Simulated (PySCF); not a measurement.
**CsK⁺ at UHF-CCSD**

Computed with UHF-CCSD; Cs def2-SVPD with ECP46, K def2-SVPD; scalar-relativistic core potentials (PySCF 2.14).

```json
{
 "state": "²Σ⁺ (doublet), unpaired electrons σ ↑",
 "bond length": "5.075 Å",
 "harmonic wavenumber": "48.5 cm⁻¹",
 "force constant": "0.0418 mdyn/Å",
 "rotational constant Be": "0.02172 cm⁻¹",
 "anharmonicity ωexe": "0.0836 cm⁻¹",
 "vibration–rotation constant αe": "6.75e-05 cm⁻¹",
 "well depth De to Cs⁺ + K": "0.56 eV",
 "dissociation energy D0": "0.56 eV"
}
```

Correlated steps freeze 5 core orbitals. Correlated levels converge slowly with the basis: in double zeta they bind strong bonds too weakly, by up to about 1 eV, and carry superposition errors of some tenths. Spin–orbit coupling is left out. For an ion De counts to the pair picked by the measured ionisation energies or electron affinities, which need not be the lowest pair at this level. The state was picked by a PBE0 search and need not be the measured ground state.
